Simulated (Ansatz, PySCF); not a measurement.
The pair A = CH2O (SMILES C=O) (first 4 atoms), B = CH5N (SMILES CN); geometry from B3LYP-D3(BJ)/def2-TZVP.
(charge 0, multiplicity 1):
```xyz
11

C      0.0863     0.2910     0.7428
O     -0.3281    -0.8312     0.6077
H      1.1456     0.5068     0.9673
H     -0.5563     1.1783     0.6011
C      0.2482    -0.5178     3.8796
N     -0.2445     0.7599     3.3611
H      1.3381    -0.4915     3.9149
H     -0.0382    -1.3137     3.1916
H     -0.1201    -0.7728     4.8802
H      0.0730     1.5344     3.9315
H     -1.2574     0.7806     3.3623
```

Frozen-core correlation. Rows in 6-31G* carry no dispersion term and start afresh at each structure (6-31G* with six Cartesian d functions). MP2/6-31G* freezes PySCF's default core.

Codes used: Ansatz (a quantum-chemistry and plane-wave program); PySCF for 6-31G* rows. Each number belongs to the level named beside it.

Total energies (hartree), monomers frozen at their geometry in the pair:

```tsv
structure	B3LYP/def2-TZVPPD	MP2/6-31G*	CCSD(T)/aug-cc-pVDZ
AB	-210.4657280	-209.6814710	-209.8652805
A in the pair's basis	-114.5558604	-114.1686902	-114.2456756
B in the pair's basis	-95.9057596	-95.5090883	-95.6145086
A	-114.5558010	-114.1672018	-114.2443951
B	-95.9056384	-95.5062652	-95.6133010
```

Problem. Work out the interaction energy without and with the counterpoise correction, and the superposition error, for each level.

Solution. 
E(AB) − E(A) − E(B), times 627.509 kcal/mol, with the monomers in their own basis and then in the pair's basis:
- B3LYP/def2-TZVPPD: -2.69 uncorrected, -2.58 corrected; the monomers gain 0.11 kcal/mol from borrowed functions
- MP2/6-31G*: -5.02 uncorrected, -2.32 corrected; the monomers gain 2.71 kcal/mol from borrowed functions
- CCSD(T)/aug-cc-pVDZ: -4.76 uncorrected, -3.20 corrected; the monomers gain 1.56 kcal/mol from borrowed functions
